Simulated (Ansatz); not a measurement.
A nudged elastic band was laid between two geometries of ClGeH3 (5 atoms, charge 0, multiplicity 1).

Theory: RKS revPBE-D4/def2-SVP in Ansatz.

```json
{
  "movable images": "5",
  "climbing image": "yes",
  "spring": "5.0 eV/Å²",
  "optimiser": "quadratic models (default)",
  "start path": "through a guess of the saddle point",
  "force threshold": "0.03 eV/Å",
  "iteration limit": "60",
  "end points": "relaxed"
}
```

Image 0:

```xyz
5
Properties=species:S:1:pos:R:3
Ge 0.268 0.019 0.189
H 0.241 -0.037 1.737
H 1.718 -0.037 -0.352
H -0.487 1.262 -0.344
Cl -0.779 -1.754 -0.551
```

Image 6:

```xyz
5
Properties=species:S:1:pos:R:3
Ge 0.125 0.093 -0.969
H 1.026 0.200 1.315
H 1.622 -0.091 0.909
H -0.758 1.016 0.036
Cl -1.054 -1.765 -0.612
```

(1) What changes between the two ends?

(2) What energy profile does the band end with?

(3) What is the geometry of the highest image?

(4) What are the harmonic wavenumbers there?

Results:

(1) Bonds broken: Ge1–H2, Ge1–H3. Bonds formed: H2–H3. ClGeH3 becomes ClGeH + H2.

(2) The forces met the threshold. The highest image is number 3 of 0 to 6, 213.6 kJ/mol above the first end and 106.6 kJ/mol above the last; the last end lies 107.1 kJ/mol above the first. A vibrational analysis at the climbing image gives one clearly imaginary mode, 1057i cm⁻¹: a first-order saddle point. The orbitals stay closed-shell, which can raise the energy where a bond breaks towards radicals; this wasn't checked here.

| image | path coordinate (Å) | energy (kJ/mol) | Ge1–H2 (Å) | Ge1–H3 (Å) | H2–H3 (Å) |
| --- | --- | --- | --- | --- | --- |
| 0 | 0.00 | 0.0 | 1.55 | 1.55 | 2.56 |
| 1 | 0.42 | 38.3 | 1.52 | 1.53 | 2.18 |
| 2 | 0.85 | 145.0 | 1.59 | 1.52 | 1.80 |
| 3 | 1.27 | 213.6 | 1.78 | 1.57 | 1.42 |
| 4 | 1.64 | 158.5 | 1.93 | 1.72 | 1.01 |
| 5 | 2.01 | 110.3 | 2.20 | 2.10 | 0.79 |
| 6 | 2.38 | 107.1 | 2.46 | 2.41 | 0.78 |

(3) 
```xyz
5
Properties=species:S:1:pos:R:3
Ge 0.308 0.027 -0.490
H 0.511 0.139 1.271
H 1.601 -0.118 0.393
H -0.569 1.225 -0.023
Cl -0.891 -1.820 -0.472
```

(4) 1057i, 393, 445, 516, 593, 883, 1403, 2017, 2062 cm⁻¹.

Time of the run: 66 s on 1 thread of Arm Neoverse V1, on a shared host, peak memory 0.11 GiB.
